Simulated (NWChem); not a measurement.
System: GaHCl₂; SMILES [Cl][GaH][Cl]

NWChem input:

```
start job
memory heap 200 mb stack 900 mb global 1100 mb
geometry units angstroms noautoz
  Ga     0.000000     0.000000    -0.565601
  H      0.000000     0.000000    -2.113017
  Cl    -1.805369     0.000000     0.577883
  Cl     1.805369     0.000000     0.577883
end
basis spherical
  * library def2-svp
end
dft
  xc xpbe96 cpbe96
  iterations 150
  vectors input atomic output neutral.movecs
end
task dft energy
charge 1
dft
  odft
  mult 2
  vectors input atomic output cation.movecs
end
task dft energy
```

Coordinates come from a PBE0/def2-SVP optimisation.

Ions are spin-unrestricted doublets at the neutral geometry; other ion states weren't tried.

Give the results of this calculation. (PBE/def2-SVP, vertical spin-unrestricted ions.) Quantities: −ε(HOMO) (eV).


```yaml
"−ε(HOMO) (eV)": 7.55
```
